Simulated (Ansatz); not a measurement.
The inner images of a band of C2H6FNOSi (12 atoms, charge 0, multiplicity 1) are given out of order.

Method: Ansatz 0.2.0, RKS CAM-B3LYP-D4/def2-SVP.

Image 0:

```xyz
12
Properties=species:S:1:pos:R:3
C 0.885 -1.448 1.262
O 0.373 -0.957 0.033
C -0.101 0.300 0.029
N -0.096 1.020 1.069
Si -0.740 0.788 -1.682
F -1.263 2.315 -1.483
H 1.220 -2.474 1.070
H 0.108 -1.435 2.041
H 1.723 -0.827 1.611
H -0.495 1.940 0.871
H -1.882 -0.059 -2.097
H 0.345 0.781 -2.689
```

Image 8:

```xyz
12
Properties=species:S:1:pos:R:3
C 0.818 -1.304 1.243
O 0.310 -0.829 0.016
C -0.170 0.440 -0.043
N -0.230 1.295 0.884
Si -0.779 0.814 -1.794
F -1.373 2.316 -1.838
H 1.148 -2.335 1.071
H 0.043 -1.301 2.028
H 1.677 -0.703 1.584
H 0.135 0.963 1.782
H -1.859 -0.135 -2.157
H 0.357 0.725 -2.743
```

Task: Put them in order from the first end to the last, with their energies above the first end.
A.
```xyz
12
Properties=species:S:1:pos:R:3
C 0.661 -1.395 1.329
O 0.281 -0.879 0.075
C -0.127 0.409 -0.052
N -0.262 1.362 0.760
Si -0.568 0.789 -1.850
F -1.022 2.337 -1.910
H 0.942 -2.446 1.172
H -0.174 -1.346 2.045
H 1.525 -0.846 1.735
H -0.086 1.401 1.761
H -1.704 -0.053 -2.301
H 0.611 0.610 -2.732
```
B.
```xyz
12
Properties=species:S:1:pos:R:3
C 0.848 -1.437 1.233
O 0.346 -0.907 0.017
C -0.114 0.359 0.060
N -0.086 1.015 1.140
Si -0.713 0.783 -1.690
F -1.259 2.310 -1.660
H 1.173 -2.461 1.017
H 0.068 -1.430 2.007
H 1.688 -0.829 1.600
H -0.460 1.959 1.047
H -1.825 -0.114 -2.083
H 0.411 0.697 -2.652
```
C.
```xyz
12
Properties=species:S:1:pos:R:3
C 0.620 -1.359 1.350
O 0.262 -0.848 0.085
C -0.132 0.441 -0.065
N -0.257 1.374 0.776
Si -0.540 0.802 -1.874
F -0.983 2.351 -1.976
H 0.892 -2.412 1.197
H -0.222 -1.309 2.060
H 1.487 -0.826 1.772
H -0.036 1.187 1.756
H -1.671 -0.047 -2.323
H 0.657 0.592 -2.724
```
D.
```xyz
12
Properties=species:S:1:pos:R:3
C 0.807 -1.416 1.232
O 0.327 -0.900 -0.002
C -0.121 0.380 0.050
N -0.067 0.970 1.163
Si -0.690 0.776 -1.736
F -1.233 2.304 -1.774
H 1.132 -2.445 1.046
H 0.016 -1.385 1.995
H 1.640 -0.803 1.607
H -0.378 1.925 1.294
H -1.798 -0.122 -2.149
H 0.442 0.661 -2.691
```
E.
```xyz
12
Properties=species:S:1:pos:R:3
C 0.738 -1.403 1.276
O 0.317 -0.924 0.017
C -0.126 0.372 -0.033
N -0.186 1.141 0.925
Si -0.631 0.765 -1.823
F -1.133 2.306 -1.843
H 1.053 -2.443 1.132
H -0.081 -1.358 2.012
H 1.578 -0.808 1.666
H -0.219 1.751 1.710
H -1.758 -0.096 -2.261
H 0.526 0.641 -2.745
```
F.
```xyz
12
Properties=species:S:1:pos:R:3
C 0.701 -1.407 1.301
O 0.302 -0.913 0.046
C -0.122 0.377 -0.040
N -0.241 1.274 0.814
Si -0.598 0.775 -1.832
F -1.074 2.320 -1.868
H 0.999 -2.453 1.155
H -0.128 -1.355 2.024
H 1.552 -0.831 1.696
H -0.152 1.603 1.759
H -1.731 -0.072 -2.281
H 0.569 0.627 -2.739
```
G.
```xyz
12
Properties=species:S:1:pos:R:3
C 0.772 -1.401 1.252
O 0.321 -0.911 -0.003
C -0.129 0.383 -0.001
N -0.104 1.001 1.078
Si -0.665 0.766 -1.795
F -1.189 2.300 -1.821
H 1.095 -2.436 1.096
H -0.032 -1.361 2.004
H 1.606 -0.794 1.636
H -0.295 1.864 1.544
H -1.783 -0.114 -2.220
H 0.479 0.649 -2.735
```

Result: B (+0.03 eV), D (+0.18 eV), G (+0.61 eV), E (+1.00 eV), F (+0.76 eV), A (+0.42 eV), C (+0.26 eV).

Run time: 5.7 min on 2 threads of Arm Neoverse V2 (shared host), peak memory 0.34 GiB.
